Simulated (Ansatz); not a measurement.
HClSi, triplet, at a GFN2-xTB geometry (the spin is typed, not shown lowest); WB97X/6-31G* (Ansatz, a program for electronic structure).

Here is a job for Ansatz.
Ansatz 0.2 input:
```yaml
crystal:
  periodic: [false, false, false]
  atoms:
    - {symbol: Si, position_ang: [0.86396504, -0.22610767, 0.58191413]}
    - {symbol: H, position_ang: [2.08188360, -0.47765862, -0.16155694]}
    - {symbol: Cl, position_ang: [-0.83396437, 0.21430388, -0.46972005]}
basis:
  gaussian:
    orbitals: 6-31G*
hamiltonian:
  xc: {name: wB97X}
magnetization: {spin_polarized: true, initial_magnetization: 2}
accuracy: high
```

Output, abridged:

```
Functional definition: wB97X
714 factors; integrals over basis functions are off by at most 3.8e-9 eV
209 factors; integrals over basis functions are off by at most 1.9e-9 eV
mean field evaluation 1: about -20412.8645 eV, gradient 6.7e0 eV
mean field evaluation 2: about -20413.2075 eV, gradient 3.6e0 eV
mean field evaluation 4: about -20413.3134 eV, gradient 2.8e-1 eV
mean field evaluation 8: about -20413.3539 eV, gradient 3.8e-2 eV
mean field evaluation 16: about -20413.3539 eV, gradient 2.0e-5 eV
mean field -20413.35394710 eV, -750.1769208877 hartree, gradient 3.4e-8 eV, S^2 2.003231; 0 other end points of the search recorded, 0 dependent functions left out
reference -20413.35394596 eV, -750.1769208459 hartree; 17, 15 occupied and 23, 25 virtual orbitals, 714 factors
Total energy: -20413.35394596 eV, -750.1769208459 hartree
```
